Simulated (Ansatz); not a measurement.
`CN([SiH3])B[SiH3]` + `OB(S)Cl` → `CSB(O)Cl` + `[SiH3]BN[SiH3]`  (substitution at a C–N bond)

Computed with Ansatz on PBE0-D4/def2-TZVP structures; ΔE is electronic, products minus reactants. CCSD(T)/CBS is the MP2 limit (def2-TZVPP, def2-QZVPP) plus CCSD(T) − MP2 in def2-TZVPP, frozen cores. DFT in def2-TZVPP. B3LYP here is the variant with VWN-RPA as its local correlation; programs differ in this. Each species was taken in one conformer, which may not be the lowest.

Is it downhill or uphill in electronic energy at CCSD(T)/CBS, and by how much? (An estimate is asked.)

Ansatz gave: Downhill: ΔE = -26.2 kJ/mol.

What do these levels give: PBE0-D4, B3LYP-D4, ωB97X-V, ωB97M-V, HF/def2-TZVPP, SCS-MP2/def2-TZVPP, CCSD(T)/def2-TZVPP, HF/def2-QZVPP, MP2/def2-QZVPP, SCS-MP2/def2-QZVPP, MP2/CBS(def2), CCSD/CBS(def2)? (Best estimate.)

The calculation gave: PBE0-D4 -26.2, B3LYP-D4 -26.2, ωB97X-V -26.0, ωB97M-V -26.3, HF/def2-TZVPP -31.1, SCS-MP2/def2-TZVPP -24.4, CCSD(T)/def2-TZVPP -22.1, HF/def2-QZVPP -31.3, MP2/def2-QZVPP -27.1, SCS-MP2/def2-QZVPP -26.9, MP2/CBS(def2) -28.7, CCSD/CBS(def2) -27.0 kJ/mol.

Largest T1 diagnostic among the species: 0.014.

In def2-TZVPP, CCSD(T) changes the Hartree–Fock value by +9.0 kJ/mol (the triples alone add +0.8 kJ/mol) and MP2 by +6.4 kJ/mol. The D4 term adds +3.0 kJ/mol with B3LYP and +1.7 kJ/mol with PBE0; it sums over pairs of atoms, weighted by their polarisabilities, and B3LYP, whose exchange is more repulsive, gets the larger term.
